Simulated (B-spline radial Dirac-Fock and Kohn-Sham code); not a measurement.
Relativistic shifts of the levels of Os⁶³⁺

System: osmium as Os⁶³⁺, configuration [Ne] 3s2 3p1.

Both columns are ΔSCF binding energies of the configuration average from a B-spline atomic structure program: non-relativistic Hartree-Fock with a point nucleus, and Dirac-Fock with a finite nucleus and the Coulomb interaction alone, averaged over the two j levels with weights 2j+1.

```
shell  Hartree-Fock (eV)  Dirac-Fock (eV)  shift (eV)  shift (%)
   1s            73162.2          79688.0    +6525.85      +8.92
   2s            16304.2          18158.8    +1854.57     +11.37
   2p            15887.0          16578.5     +691.43      +4.35
   3s             6774.8           7356.2     +581.42      +8.58
   3p             6649.4           6916.6     +267.21      +4.02
```

Relativity binds 1s, 2s, 2p, 3s, 3p more strongly, among those listed most of all 2s in relative terms.

Values without a named source are computed, but for edge energies of neutral atoms, which are taken from tables.
